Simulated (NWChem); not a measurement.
System: SiIBr, singlet; SMILES Br[Si]I

Program: NWChem. Low-valent species are run as closed-shell singlets; no triplet was tried in these runs. Geometry: optimised at PBE-D3(BJ)/def2-SVP. def2 effective core potentials on I; no spin-orbit coupling. B3LYP is NWChem's, with the RPA form of VWN correlation. Vertical excitations in the gas phase; the lowest state need not have the same character in each row.

For level PBE/def2-SVP, TDA:

| Quantity | Result |
|---|---|
| lowest excitation, singlet (eV) | 2.72 |
| lowest state with f > 0.02, singlet (eV) | 3.74 |
| orbital gap (eV) | 2.38 |

How do the values read with level B3LYP/def2-SVP, TDA instead?

The lowest excitation, singlet (eV) is 2.96, the lowest state with f > 0.02, singlet (eV) comes out as 3.94 and the orbital gap (eV) comes out as 3.73.
